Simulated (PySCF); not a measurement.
Computed Raman spectrum (relative Raman activity) of a molecule CH8O2Si2. The structure is a stationary point at r2SCAN-D4/def2-SVP. The values are those of a single conformer. All values below come from r2SCAN-D4/def2-SVP (PySCF 2.14.0). Frequencies are harmonic and unscaled.

Lines under 2 % of the strongest are left out, and lines within 2 cm⁻¹ are merged.

```tsv
ν (cm⁻¹)	relative intensity
250	2.5
430	6.0
500	11
673	3.8
851	2.5
925	9.5
936	13
948	5.4
1422	7.5
1428	5.4
2194	83
2206	78
2220	76
3023	84
3125	60
3136	42
3860	100
3887	47
```

Problem. Identify the compound among the candidates.
A) OC[SiH2][SiH2]O
B) OC[SiH2]O[SiH3]
C) O[SiH2]C[SiH2]O
D) C[Si](O)(O)[SiH3]

Solution. D, C[Si](O)(O)[SiH3]
